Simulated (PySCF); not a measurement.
**Relaxation of singlet [AsF4]+**

All numbers come from PBE0/[As def2-TZVP, F def2-TZVP], no relativity, density fitting, PySCF. A (50,194) grid was used.

A hand-made tetrahedral start, of Td symmetry, held to at least that symmetry:

Coordinates in bohr (charge 1 multiplicity 1):
```
As    0.0000    0.0000    0.0000
F     2.7974   -0.0001    1.9780
F    -2.7974    0.0000    1.9780
F     0.0001    2.7974   -1.9780
F    -0.0001   -2.7973   -1.9781
```

What does it relax to?

It ends at Td with As–F 1.631 Å (×4); F–As–F 109.5° (×6). A frequency run shows a minimum. Other isomers or separated fragments may lie lower.

How much energy is released, and in how many steps?

201.9 kJ/mol in 4 steps.
